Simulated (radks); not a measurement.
Q: The samarium ion Sm4+, configuration [Xe] 4f4. Calculated with a radial shooting solver on a logarithmic mesh with Libxc functionals: Dirac Kohn-Sham, AM05, spin-unpolarised, spherical densities, point nucleus; open shells fill j = l - 1/2 first.

Spin-orbit splittings of the eigenvalues, e(l+1/2) - e(l-1/2), with zeta = 2 splitting/(2l+1) and mean radii in bohr:

shell  occ.  splitting (eV)  zeta (eV)  <r> j=l-1/2  <r> j=l+1/2
2p        6               ?          ?      0.08077      0.08740
3p        6           121.8      81.21       0.2444       0.2572
3d       10           26.47      10.59       0.2288       0.2327
4p        6           27.16      18.11       0.5908       0.6193
4d       10           4.908      1.963       0.6579       0.6678
4f        4          0.6591     0.1883       0.8430       0.8507
5p        6           4.391      2.927        1.471        1.543

Estimate the 2p splitting.

A: 601.9 eV (zeta = 401.3 eV).
